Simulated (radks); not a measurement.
Polarisability of the arsenic ion As2+, [Ar] 3d10 4s2 4p1, at imaginary frequency. All-electron calculation, scalar-relativistic Kohn-Sham, LDA (Slater exchange, Perdew-Wang correlation), spin-unpolarised, spherical densities, finite nucleus; Fermi nuclear charge, rms radius 4.0968 fm. Program: a radial shooting solver on a logarithmic mesh with Libxc functionals. Response by self-consistent Sternheimer equations with the Hartree and adiabatic LDA kernel, the relativistic mass of each level held fixed and spin-orbit coupling left out.

| w (hartree) | alpha1(iw) (bohr^3) |
|---|---|
| 0.00266 | 9.877 |
| 0.0143 | 9.871 |
| 0.0360 | 9.834 |
| 0.0697 | 9.716 |
| 0.118 | 9.428 |
| 0.186 | 8.841 |
| 0.280 | 7.822 |
| 0.413 | 6.346 |
| 0.605 | 4.624 |
| 0.892 | 3.023 |
| 1.35 | 1.810 |
| 2.12 | 1.014 |
| 3.59 | 0.5235 |
| 6.94 | 0.2220 |
| 17.5 | 0.05523 |

Static values: alpha1 = 9.877 bohr^3 (1.464 angstrom^3; uncoupled 16.15). C6 = 43.17, triple-dipole C9 = 305.1 atomic units. One-pole (London) frequency 4 C6 / (3 alpha1^2) = 0.590 hartree, against 0.843 for minus the highest occupied eigenvalue.
